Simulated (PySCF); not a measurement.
CClF, SMILES F[C]Cl (connectivity only; charge and spin as stated), neutral, multiplicity 1.

Coordinates come from a ωB97X-D3(BJ)/def2-TZVP optimisation. The isomer is the one that the SMILES or the coordinates give; other isomers of the formula were not compared.

Two levels are set side by side: PBE/def2-TZVPD (PySCF) and PBE0/def2-TZVPD (PySCF). Same geometry, gas phase. Differences are taken from unrounded values.

| quantity | PBE0 |
|---|---|
| orbital gap (eV) | 5.16 |
| highest occupied level (eV) | -8.16 |
| lowest empty level (eV) | -2.99 |
| dipole moment (D) | 0.82 |
| mean polarisability (bohr³) | 30.0 |

Q: What does PBE give, and how far is it from PBE0? (An estimate is asked for; the answer gives what the named calculation found.)

A: 
```csv
quantity,PBE,PBE minus PBE0
orbital gap (eV),2.58,-2.58
highest occupied level (eV),-6.69,1.46
lowest empty level (eV),-4.11,-1.12
dipole moment (D),0.90,0.08
mean polarisability (bohr³),31.6,1.6
```

Without exact exchange PBE keeps part of each electron's self-repulsion, which lifts occupied levels and narrows the gap. PBE's more diffuse valence density responds more strongly to a field. Differences between two approximate levels are no errors against the true value.

Rough cost on one machine, each run with all the roots and properties that it gave: PBE0 against PBE within a factor of 2.
